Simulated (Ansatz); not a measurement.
Calculated with Ansatz (gas phase, PBE0-D4/def2-TZVP geometries, no zero-point term in ΔE). CBS: MP2 limit from def2 TZ/QZ plus the TZ coupled-cluster correction, frozen cores. DFT in def2-TZVPP. B3LYP here is the variant with VWN-RPA as its local correlation; programs differ in this. For Ga outer-core shells are correlated without core-valence functions, which leaves a few kJ/mol of doubt a bond. Scalar relativity is left out up to krypton. Each species was taken in one conformer, which may not be the lowest.

`[NH2][Ga]1[CH2]C[SiH2]1` → `C=[CH][Ga]([NH2])[SiH3]`  (isomerisation)

```tsv
level	ΔE (kJ/mol)	difference from CCSD(T)/CBS
PBE-D4	26.3	14.2
r2SCAN-D4	20.0	7.9
PBE0-D4	30.1	18.0
B3LYP-D4	3.3	-8.8
ωB97X-V	20.0	7.9
ωB97M-V	18.8	6.7
B2PLYP	6.8	-5.3
PBE	24.7	12.6
r2SCAN	19.9	7.8
HF/def2-TZVPP	-22.4	-34.5
MP2/def2-TZVPP	23.1	11.0
SCS-MP2/def2-TZVPP	10.4	-1.7
HF/def2-QZVPP	-23.4	-35.5
HF/CBS(def2)	-23.5	-35.6
MP2/CBS(def2)	25.3	13.2
CCSD/CBS(def2)	9.8	-2.3
CCSD(T)/CBS	12.1	0
```

Largest T1 diagnostic among the species: 0.014.

From PBE to PBE0 (25 % exact exchange), in def2-TZVPP and without D4, ΔE moves by +4.3 kJ/mol. In def2-TZVPP, CCSD(T) changes the Hartree–Fock value by +32.3 kJ/mol (the triples alone add +2.4 kJ/mol) and MP2 by +45.5 kJ/mol.
